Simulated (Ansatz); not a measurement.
```xyz
2

N     0.0000    0.0000    0.0000
N     0.0000    0.0000    2.7500
```

Basis set: pcseg-2 (spherical functions). Charge 0, multiplicity 1.

Computed with Ansatz (development build ahead of 0.2.0); each method stands on the lowest determinant of its kind that the runs found.

Task: Give the atomization energy at this shape (free ground-state atoms in the same class of orbitals less the molecule, no zero-point energy) of singlet N₂ by PBE (unrestricted), RHF.

Result:

```csv
method,atomization energy
PBE (unrestricted),0.15 eV
RHF,-11.66 eV
```

Caution: the shape is not the minimum. Caution for PBE (unrestricted): the unrestricted determinant is a mixture of spin states. Caution for RHF: stretched shape with no unrestricted run beside it, a lower state can exist; the molecule lies well above its atoms at this level.
